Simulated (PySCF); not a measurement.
Gas-phase reaction: MoO₃ + CH₃ + HCO ⇌ MoO₂(OH)₂ + C₂H₂ (acetylene). Level: PBE0/def2-QZVP†; standard pressure 1 bar.

Computed with PySCF and rigid-rotor harmonic-oscillator thermochemistry at 1 bar. S°(298 K) at PBE0/def2-TZVP differs from the NASA 1993 table for MoO₃ (+7 J/mol/K); whether the harmonic model or the table's entry is off was not settled. † marks an energy on the PBE0/def2-TZVP geometry and frequencies. Open shells (unrestricted): CH₃ (multiplicity 2), HCO (multiplicity 2); the rest are closed-shell singlets. Mo: scalar-relativistic def2 core potential, no spin-orbit coupling. No R ln 2 is added for the mirror-image form of MoO₂(OH)₂. The harmonic model lacks anharmonicity and excited electronic states, which grow with temperature; levels with a mode under 35 cm⁻¹ are left out. Strong static correlation: MoO₃.

```
T (K)  1000/T (1/K)  log10 K
-----  ------------  -------
600          1.6667    31.37
800          1.2500    21.50
1000         1.0000    15.63
1200         0.8333        ?
1400         0.7143     9.01
1600         0.6250     6.97
```

Problem. Fit log10 K = a + b·(1000/T) to the five rows, get the mean ΔH° and ΔS°, and predict log10 K at 1200 K.

Solution. Means: 1000/T = 1.0512, log10 K = 16.896. Sums of products about the means: Sxy = 16.77610, Sxx = 0.716131, so b = Sxy/Sxx = 23.43 and a = 16.896 − (23.43)×1.0512 = -7.73.
ΔH° = −R ln 10 × 1000 K × b = −19.145 × (23.43) = -449 kJ; ΔS° = R ln 10 × a = -148 J/K. The run's own values go from -456 kJ and -159 J/K at 600 K to -436 kJ and -139 J/K at 1600 K.
Prediction at 1200 K: -7.73 + (23.43)×0.8333 = 11.79. The computed value is 11.75, 0.04 from the line.
For scale, ΔH°(298 K) is -461 kJ at this level, -489 kJ at ωB97M-V/def2-TZVP†, and runs from -693 to -409 kJ over the 18 levels computed.
